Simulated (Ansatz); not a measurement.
`C=C(S)[SiH2][SiH3]` and `C=C(S)S` differ in one atom or group.

Ansatz, PBE0-D4/def2-TZVP geometries, multiplicity 1. Each molecule was computed in one conformer, which needn't be the lowest.

| property | `C=C(S)[SiH2][SiH3]` |
| --- | --- |
| HOMO energy (B3LYP/def2-TZVPP) / eV | -6.47 |
| HOMO–LUMO gap (PBE/def2-TZVPP) / eV | 4.07 |
| HOMO energy (PBE0/def2-TZVPP) / eV | -6.69 |
| LUMO energy (B3LYP/def2-TZVPP) / eV | -0.82 |
| HOMO–LUMO gap (ωB97M-V/def2-TZVPP) / eV | 10.17 |
| size of the dipole moment (ωB97M-V/def2-TZVPP) / D | 1.16 |

Q: What does the change do to each property? (Estimate.)

A: The calculation gave: 
```
                                          property  `C=C(S)S`  shift
               HOMO energy (B3LYP/def2-TZVPP) / eV      -6.37   0.10
               HOMO–LUMO gap (PBE/def2-TZVPP) / eV       4.10   0.03
                HOMO energy (PBE0/def2-TZVPP) / eV      -6.59   0.10
               LUMO energy (B3LYP/def2-TZVPP) / eV      -0.69   0.13
           HOMO–LUMO gap (ωB97M-V/def2-TZVPP) / eV      10.27   0.10
size of the dipole moment (ωB97M-V/def2-TZVPP) / D       1.20   0.04
```

With PBE0 the HOMO rises by 0.10 eV and the LUMO rises by 0.17 eV, so the gap widens by about 0.07 eV. PBE moves the HOMO by 0.11 eV and ωB97M-V by 0.11 eV. Dipoles are sizes alone; their direction can turn.

B3LYP here is the variant with VWN-RPA as its local correlation; programs differ in this.
